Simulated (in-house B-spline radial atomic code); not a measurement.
# LDA VWN5 excitations of Cd2+

Method: LDA VWN5. Computed with a B-spline radial code for spherical atoms: linear response of the closed shell [Kr] 4d10 with the functional's adiabatic kernel; non-relativistic, point nucleus, no spin-orbit coupling, no double excitations, S, P, D and F terms only; shells from n = 2 respond. Only terms of natural parity with L up to 3 were computed.

Without relativity these are model numbers for so heavy an element.

Command:
```bash
python run_td.py task.json out
```
Settings (radii: box in bohr, nucleus in fm):
```
Z                        48
electrons                46
configuration            [Kr] 4d10
hamiltonian              nr
method                   lda,vwn
box_radius               29.48
intervals                57
```

Time taken, with all properties: 3.2 s on 1 thread of Arm Neoverse N1, with other jobs on the host.

The lowest states, in the order of their Tamm-Dancoff energies; the method's threshold (minus the highest occupied level) is 31.12 eV. Labels give the largest channel, * marks a mixed state, and oscillator strengths are full-response dipole values. Semilocal kernels can invert the small singlet-triplet splittings of Rydberg terms. Energies in eV:

| state | full response | Tamm-Dancoff | oscillator strength |
| --- | --- | --- | --- |
| 4d → 5s 3D | 10.249 | 10.262 | - |
| 4d → 5s 1D | 10.787 | 10.804 | - |
| 4d → 5p 3P | ? | ? | - |
| 4d → 5p 3F | 16.434 | 16.441 | - |
| 4d → 5p 1F | 16.630 | 16.633 | - |
| 4d → 5p 1P | 17.299 | 17.373 | 0.719 |
| 4d → 6s 3D | ? | ? | - |
| 4d → 6s 1D | 23.810 | 23.813 | - |
| 4d → 5d 3S | 23.827 | 23.837 | - |
| 4d → 5d 3D | 24.086 | 24.088 | - |

Question: Where does 4d → 6s 3D lie?

Answer: At 23.751 eV in full response, 23.753 eV in Tamm-Dancoff.

Question: Where does 4d → 5p 3P lie?

Answer: At 16.271 eV in full response, 16.288 eV in Tamm-Dancoff.

Question: How large is the singlet-triplet splitting of 4d → 5s (D terms) in Tamm-Dancoff?

Answer: 0.542 eV, from the unrounded values.

Question: What polarisabilities and dispersion coefficient does the method give?

Answer: Dipole 5.372 bohr³, quadrupole 20.18 bohr⁵, C6 27.1 hartree·bohr⁶ for two such species.
